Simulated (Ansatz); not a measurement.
```yaml
atoms:
  - { symbol: C, position_ang: [-0.0140, -0.0452, -0.6204] }
  - { symbol: C, position_ang: [-0.0192, -0.0432, 0.6205] }
  - { symbol: H, position_ang: [-0.0291, -0.0316, -1.6538] }
  - { symbol: H, position_ang: [0.0289, 0.0338, 1.7020] }
```

Basis set: 6-31G* (spherical functions). Left uncorrelated: 2 orbitals. Charge 0, multiplicity 1.

Computed with Ansatz (development build ahead of 0.2.0); each method stands on the lowest determinant of its kind that the runs found. Restricted open shells among the atoms or ions are ROHF, correlated in semicanonical orbitals with singles.

Give the atomization energy at this shape (free ground-state atoms in the same class of orbitals less the molecule, no zero-point energy) of singlet C2H2 by RHF-MP2, RHF.

```json
{"method": "RHF-MP2", "atomization energy": "378.14 kcal/mol"}
{"method": "RHF", "atomization energy": "288.18 kcal/mol"}
```
